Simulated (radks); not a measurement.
Gd XI, configuration [Kr] 4d10 4f(5/2: 3, 7/2: 0) 5s2 5p(1/2: 2, 3/2: 1) (not the ground configuration).

Calculated with a radial shooting solver on a logarithmic mesh with Libxc functionals: Dirac Kohn-Sham, PBE, spin-unpolarised, spherical densities, finite nucleus; Fermi nuclear charge, rms radius 5.1569 fm.

Energy parts (Ry):
part                       energy
total                 -22501.6896
kinetic                24543.2095
electron-nucleus      -54537.7135
Hartree                 7978.4029
exchange-correlation    -485.5885

Orbitals (lengths in bohr, moments of r in powers of bohr; r(90%) holds 90 % of the orbital's charge):
[
 {"orbital": "1s1/2", "occ.": "2", "eigenvalue (Ry)": "-3691.787", "r(90%)": "0.0396", "<r^2>": "0.0006550"},
 {"orbital": "2s1/2", "occ.": "2", "eigenvalue (Ry)": "-620.9178", "r(90%)": "0.144", "<r^2>": "0.01022"},
 {"orbital": "2p1/2", "occ.": "2", "eigenvalue (Ry)": "-590.2917", "r(90%)": "0.128", "<r^2>": "0.007420"},
 {"orbital": "2p3/2", "occ.": "4", "eigenvalue (Ry)": "-539.1658", "r(90%)": "0.137", "<r^2>": "0.008655"},
 {"orbital": "3s1/2", "occ.": "2", "eigenvalue (Ry)": "-148.7244", "r(90%)": "0.358", "<r^2>": "0.06814"},
 {"orbital": "3p1/2", "occ.": "2", "eigenvalue (Ry)": "-135.4512", "r(90%)": "0.351", "<r^2>": "0.06348"},
 {"orbital": "3p3/2", "occ.": "4", "eigenvalue (Ry)": "-124.9623", "r(90%)": "0.369", "<r^2>": "0.07052"},
 {"orbital": "3d3/2", "occ.": "4", "eigenvalue (Ry)": "-102.0263", "r(90%)": "0.341", "<r^2>": "0.05633"},
 {"orbital": "3d5/2", "occ.": "6", "eigenvalue (Ry)": "-99.74381", "r(90%)": "0.347", "<r^2>": "0.05829"},
 {"orbital": "4s1/2", "occ.": "2", "eigenvalue (Ry)": "-40.70939", "r(90%)": "0.783", "<r^2>": "0.3364"},
 {"orbital": "4p1/2", "occ.": "2", "eigenvalue (Ry)": "-35.50061", "r(90%)": "0.806", "<r^2>": "0.3512"},
 {"orbital": "4p3/2", "occ.": "4", "eigenvalue (Ry)": "-33.07428", "r(90%)": "0.845", "<r^2>": "0.3861"},
 {"orbital": "4d3/2", "occ.": "4", "eigenvalue (Ry)": "-24.44536", "r(90%)": "0.906", "<r^2>": "0.4269"},
 {"orbital": "4d5/2", "occ.": "6", "eigenvalue (Ry)": "-23.99100", "r(90%)": "0.919", "<r^2>": "0.4392"},
 {"orbital": "5s1/2", "occ.": "2", "eigenvalue (Ry)": "-14.68204", "r(90%)": "1.63", "<r^2>": "1.500"},
 {"orbital": "4f5/2", "occ.": "3", "eigenvalue (Ry)": "-13.60244", "r(90%)": "1.08", "<r^2>": "0.5513"},
 {"orbital": "4f7/2", "occ.": "0", "eigenvalue (Ry)": "-13.52458", "r(90%)": "1.09", "<r^2>": "0.5583"},
 {"orbital": "5p1/2", "occ.": "2", "eigenvalue (Ry)": "-12.89792", "r(90%)": "1.74", "<r^2>": "1.684"},
 {"orbital": "5p3/2", "occ.": "1", "eigenvalue (Ry)": "-12.34765", "r(90%)": "1.80", "<r^2>": "1.821"}
]

The highest occupied level is 5p3/2 at -168.00 eV. The configuration is held as typed, so some empty levels lie below it. The density falls to 0.001 e/bohr^3 at r = 2.49 bohr. The electron density at the nucleus is 6.288e+05 e/bohr^3. Summed over all electrons, <r^2> = 18.30 bohr^2, which gives a Langevin (diamagnetic) susceptibility term of -14.5 x 10^-6 cm^3/mol.
